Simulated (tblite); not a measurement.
Record of a relaxation.

Species: C5H11O2P.
Atom-mapped SMILES: `[CH3:1][O:2][CH2:3][P@@H:4](=[O:5])[CH:6]1[CH2:7][CH2:8]1` (hydrogens: H9, H10, H11 on C1; H12, H13 on C3; H14 on P4; H15 on C6; H16, H17 on C7; H18, H19 on C8)

Computed with GFN2-xTB (tblite), gas phase: L-BFGS steps from a force-field or distance-geometry start until the largest atomic force falls under 0.01 eV/Å. 5 of its 128 geometries are shown.

Step 0: E = -733.5966 eV, largest atomic force 3.760 eV/Å
```
atom  x, y, z in Å  |  force x, y, z in eV/Å
C1      2.770   -1.188   -0.113   -0.770  -0.107   0.144
O2      1.511   -0.718    0.383    0.727   0.028  -0.266
C3      1.411    0.693    0.276    0.008  -1.233   0.692
P4     -0.246    1.145    0.872   -1.919   2.347  -2.224
O5     -0.485    2.616    0.705    0.847  -1.121   1.355
C6     -1.354    0.506   -0.446    0.260  -1.046   0.746
C7     -1.858   -0.901   -0.343   -0.241   0.067   0.395
C8     -2.783    0.255   -0.087   -0.181  -0.194  -0.061
H9      2.859   -0.953   -1.176    0.100   0.056  -0.062
H10     2.797   -2.272    0.015   -0.137   0.137   0.047
H11     3.587   -0.741    0.445    0.214   0.138   0.072
H12     2.155    1.180    0.897    0.458   0.304   0.119
H13     1.512    1.009   -0.761   -0.052   0.294  -0.215
H14    -0.563    0.512    2.102    0.293   0.209  -0.473
H15    -1.144    0.911   -1.428    0.168   0.120   0.152
H16    -1.983   -1.466   -1.246   -0.059  -0.155  -0.203
H17    -1.546   -1.499    0.512   -0.009   0.185  -0.281
H18    -3.540    0.471   -0.841    0.212  -0.001   0.280
H19    -3.109    0.449    0.932    0.081  -0.030  -0.216
```

Step 32: E = -734.0489 eV, largest atomic force 0.042 eV/Å
```
atom  x, y, z in Å  |  force x, y, z in eV/Å
C1      2.746   -1.199   -0.100   -0.009   0.014   0.006
O2      1.512   -0.706    0.366   -0.024  -0.029  -0.011
C3      1.417    0.689    0.290    0.005  -0.016   0.002
P4     -0.288    1.224    0.725   -0.005   0.002  -0.007
O5     -0.378    2.675    0.902    0.010   0.025  -0.023
C6     -1.394    0.511   -0.518    0.002  -0.009  -0.009
C7     -1.852   -0.902   -0.334    0.021  -0.005  -0.004
C8     -2.796    0.218   -0.066    0.004   0.027   0.007
H9      2.885   -0.968   -1.163    0.004  -0.014   0.015
H10     2.724   -2.278    0.042   -0.008   0.031  -0.011
H11     3.583   -0.771    0.464   -0.015  -0.009   0.008
H12     2.117    1.189    0.980    0.016   0.013   0.006
H13     1.636    1.062   -0.726   -0.005   0.014  -0.007
H14    -0.570    0.470    1.863   -0.014  -0.005  -0.003
H15    -1.248    0.903   -1.518    0.013  -0.003   0.014
H16    -2.005   -1.510   -1.212    0.016   0.003  -0.021
H17    -1.449   -1.442    0.509    0.016  -0.039  -0.001
H18    -3.599    0.399   -0.764   -0.027   0.001   0.006
H19    -3.051    0.445    0.960    0.001   0.000   0.032
```

Step 64: E = -734.0637 eV, largest atomic force 0.033 eV/Å
```
atom  x, y, z in Å  |  force x, y, z in eV/Å
C1      2.670   -1.237   -0.059   -0.010  -0.006   0.001
O2      1.411   -0.694    0.256   -0.013   0.010   0.007
C3      1.407    0.706    0.260   -0.003   0.005   0.007
P4     -0.284    1.315    0.647    0.008  -0.009  -0.007
O5     -0.332    2.777    0.718   -0.002  -0.010   0.018
C6     -1.430    0.557   -0.529    0.013   0.010   0.003
C7     -1.757   -0.897   -0.399    0.008   0.007  -0.007
C8     -2.756    0.122    0.029    0.004   0.020  -0.003
H9      2.982   -0.950   -1.070    0.012   0.006  -0.015
H10     2.563   -2.318   -0.004    0.009  -0.023  -0.005
H11     3.435   -0.907    0.653    0.008   0.000   0.012
H12     2.092    1.117    1.021    0.003   0.009  -0.009
H13     1.712    1.129   -0.714   -0.023  -0.023  -0.002
H14    -0.575    0.644    1.835   -0.009   0.013  -0.003
H15    -1.406    1.019   -1.510   -0.008  -0.001  -0.005
H16    -1.948   -1.452   -1.305    0.022  -0.007  -0.007
H17    -1.231   -1.460    0.358    0.002   0.008   0.004
H18    -3.636    0.277   -0.577   -0.014  -0.013   0.012
H19    -2.925    0.263    1.088   -0.004   0.002  -0.002
```

Step 95: E = -734.0666 eV, largest atomic force 0.019 eV/Å
```
atom  x, y, z in Å  |  force x, y, z in eV/Å
C1      2.655   -1.248   -0.040    0.008  -0.004   0.003
O2      1.398   -0.703    0.281    0.002  -0.004  -0.001
C3      1.391    0.697    0.243   -0.011   0.003   0.001
P4     -0.287    1.328    0.653   -0.005   0.005   0.009
O5     -0.311    2.791    0.738    0.001  -0.011  -0.003
C6     -1.441    0.587   -0.525    0.013  -0.008   0.002
C7     -1.723   -0.879   -0.411    0.005   0.011  -0.006
C8     -2.750    0.105    0.034    0.007  -0.010  -0.001
H9      2.973   -0.941   -1.044   -0.001  -0.016   0.010
H10     2.545   -2.330   -0.007   -0.005   0.007  -0.002
H11     3.418   -0.935    0.683    0.001   0.002  -0.008
H12     2.101    1.132    0.967    0.001   0.008   0.000
H13     1.664    1.083   -0.755    0.000   0.007  -0.004
H14    -0.581    0.655    1.839   -0.001   0.003  -0.011
H15    -1.434    1.062   -1.500   -0.004  -0.003   0.009
H16    -1.897   -1.432   -1.322   -0.001   0.002   0.003
H17    -1.174   -1.431    0.337   -0.006   0.008  -0.003
H18    -3.638    0.235   -0.566   -0.006   0.010   0.000
H19    -2.919    0.231    1.095    0.000  -0.009   0.002
```

Step 127: E = -734.0686 eV, largest atomic force 0.008 eV/Å
```
atom  x, y, z in Å  |  force x, y, z in eV/Å
C1      2.635   -1.266    0.010    0.001   0.002   0.001
O2      1.396   -0.692    0.352    0.002   0.001  -0.001
C3      1.386    0.703    0.224    0.001  -0.001  -0.002
P4     -0.284    1.343    0.658   -0.001  -0.002   0.000
O5     -0.304    2.804    0.756    0.005  -0.001   0.000
C6     -1.456    0.624   -0.516   -0.005   0.002  -0.001
C7     -1.692   -0.855   -0.481   -0.001   0.000  -0.001
C8     -2.733    0.068    0.052    0.001   0.006   0.000
H9      2.896   -1.048   -1.033    0.003  -0.001  -0.004
H10     2.527   -2.341    0.141   -0.003  -0.001   0.001
H11     3.436   -0.895    0.659    0.000   0.004   0.001
H12     2.119    1.185    0.893   -0.008  -0.002   0.001
H13     1.622    1.025   -0.806   -0.004  -0.002   0.002
H14    -0.564    0.657    1.839    0.004   0.000   0.003
H15    -1.498    1.154   -1.461   -0.001   0.003  -0.001
H16    -1.879   -1.358   -1.418    0.004  -0.003  -0.002
H17    -1.105   -1.430    0.218   -0.001  -0.003   0.001
H18    -3.643    0.210   -0.511    0.001  -0.003   0.000
H19    -2.872    0.121    1.123    0.003   0.002   0.000
```

Problem. Summarise the path.

Solution. The energy falls by 45.54 kJ/mol from step 0 to step 127; nine tenths of that is first reached at step 10. It falls at every step. The largest force goes from 3.760 to 0.008 eV/Å. Among the bonds P4=O5 changes most, from 1.500 to 1.465 Å; the atoms move by 0.289 Å rms after alignment.

Problem. Follow the three bonds and two angles with the largest change from start to end.

Solution. 
| step | E above end (kJ/mol) | largest force (eV/Å) | P4=O5 (Å) | P4–C6 (Å) | C1–O2 (Å) | O5–P4–C6 (°) | C3–P4–H14 (°) |
| --- | --- | --- | --- | --- | --- | --- | --- |
| 0 | 45.54 | 3.760 | 1.500 | 1.837 | 1.433 | 99.5 | 112.2 |
| 6 | 6.50 | 0.216 | 1.464 | 1.802 | 1.410 | 112.8 | 104.5 |
| 11 | 4.09 | 0.116 | 1.467 | 1.808 | 1.408 | 114.9 | 104.6 |
| 17 | 3.11 | 0.093 | 1.465 | 1.810 | 1.406 | 115.8 | 104.8 |
| 22 | 2.39 | 0.088 | 1.465 | 1.808 | 1.408 | 115.7 | 103.3 |
| 28 | 2.02 | 0.053 | 1.465 | 1.809 | 1.407 | 115.7 | 102.8 |
| 33 | 1.87 | 0.048 | 1.465 | 1.810 | 1.408 | 115.8 | 103.0 |
| 39 | 1.57 | 0.039 | 1.465 | 1.809 | 1.407 | 116.0 | 103.4 |
| 44 | 1.41 | 0.040 | 1.465 | 1.807 | 1.407 | 115.9 | 103.3 |
| 50 | 1.11 | 0.075 | 1.465 | 1.806 | 1.407 | 115.7 | 102.6 |
| 55 | 0.79 | 0.061 | 1.465 | 1.809 | 1.407 | 115.5 | 102.2 |
| 61 | 0.54 | 0.039 | 1.465 | 1.807 | 1.407 | 115.5 | 102.3 |
| 66 | 0.44 | 0.030 | 1.465 | 1.808 | 1.407 | 115.4 | 102.3 |
| 72 | 0.33 | 0.037 | 1.465 | 1.809 | 1.407 | 115.5 | 102.6 |
| 77 | 0.26 | 0.022 | 1.465 | 1.808 | 1.408 | 115.7 | 102.9 |
| 83 | 0.22 | 0.010 | 1.465 | 1.807 | 1.407 | 115.8 | 102.8 |
| 88 | 0.21 | 0.013 | 1.465 | 1.807 | 1.407 | 115.8 | 102.6 |
| 94 | 0.19 | 0.017 | 1.465 | 1.808 | 1.407 | 115.9 | 102.5 |
| 99 | 0.16 | 0.021 | 1.465 | 1.807 | 1.407 | 115.8 | 102.4 |
| 105 | 0.12 | 0.016 | 1.465 | 1.807 | 1.407 | 115.9 | 102.2 |
| 110 | 0.11 | 0.014 | 1.465 | 1.807 | 1.407 | 115.8 | 102.3 |
| 116 | 0.08 | 0.028 | 1.465 | 1.808 | 1.407 | 115.8 | 102.3 |
| 121 | 0.03 | 0.028 | 1.465 | 1.808 | 1.407 | 115.7 | 102.4 |
| 127 | 0.00 | 0.008 | 1.465 | 1.808 | 1.407 | 115.5 | 102.2 |

What follows is the cost of the whole relaxation. On one thread of an Arm Neoverse V1, on a shared host, this took 0.87 s wall.
